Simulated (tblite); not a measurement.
Start geometry of `C#CC(=C=S)[SiH2]N` from a force field or distance geometry (Å):
```
atom  x, y, z in Å
C1     2.7506   -1.2864    0.8342
C2     1.8040   -0.5622    0.5496
C3     0.7123    0.2759    0.2110
C4     0.7568    1.5854    0.2172
S5     0.8201    3.1752    0.2803
Si6   -0.8788   -0.4979   -0.2977
N7    -2.2830    0.4329    0.0654
H8     3.5695   -1.9182    1.0947
H9    -0.8200   -0.7228   -1.7492
H10   -0.9333   -1.8239    0.3716
H11   -2.3676    1.3839   -0.2486
H12   -3.1294   -0.0427    0.4101
```

Task: What comes out of this run: tblite, GFN2-xTB geometry optimisation, gas phase?

Result: 
```
atom  x, y, z in Å
C1     2.7229   -1.2859    0.7848
C2     1.8129   -0.5417    0.5364
C3     0.7254    0.2874    0.2412
C4     0.7004    1.5810    0.2499
S5     0.4454    3.1230    0.2019
Si6   -0.8842   -0.6051   -0.3001
N7    -2.1573    0.4421    0.1669
H8     3.5317   -1.9148    1.0060
H9    -0.7437   -0.8846   -1.7377
H10   -0.9992   -1.8330    0.4816
H11   -2.0395    1.4417    0.1233
H12   -3.1135    0.1892   -0.0156
```

The energy falls by 6.5 kcal/mol over 73 L-BFGS steps, the largest force on an atom goes from 2.02 to 0.008 eV/Å, and the atoms move by 0.248 Å rms after alignment. The bond that changes most is C3–Si6 (outer carbon of cumulated double bonds to SiH2 silicon), which lengthens by 0.077 Å. Bonds longer at the end by more than 0.005 Å: 1 of 11; shorter: 8. Among the angles that change most is C3–Si6–N7, from 114.8° to 105.2°. Among the dihedrals that turn most is H10–Si6–N7–H12, from -19° to -65°. Rotational constants go from 1719, 1481, 816.2 to 1883, 1472, 849.4 MHz. The orientation of the end geometry is arbitrary; only internal coordinates are fixed.

Its GFN2-xTB frequencies are all real (lowest 24 cm⁻¹). The numbers are those of one conformer. 3 starts were optimised and ended at 0.00, 0.22 and 0.83 kcal/mol (GFN2-xTB); the lowest of these is shown.

All values are computed, not measured.
